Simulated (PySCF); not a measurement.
**SrCl₃⁻: umbrella curve**

All numbers come from B3LYP/[Sr def2-SVPD with ECP28, Cl def2-SVPD], scalar-relativistic core potentials, density fitting, no spin–orbit coupling, PySCF.

Rigid scan from the singlet minimum (Sr–Cl 2.742 Å (×3); Cl–Sr–Cl 120.0° (×3)). Coordinate: angle between each bond and the threefold axis, bonds fixed. Energies in kJ/mol from the minimum.

(1) Predict the curve at 55, 60, 65, 70, 75, 80, 85, 90.

Answers

(1) 
```tsv
angle of the bonds to the threefold axis (°)	E (kJ/mol)	dipole size (D, about the centre of mass)
55	121.1	11.02
60	83.1	9.76
65	54.6	8.37
70	33.6	6.86
75	18.2	5.24
80	8.0	3.54
85	2.1	1.79
90	0.0	0.00
```

Other isomers or separated fragments may lie lower.

The scan took roughly 60 core-seconds on a shared host.
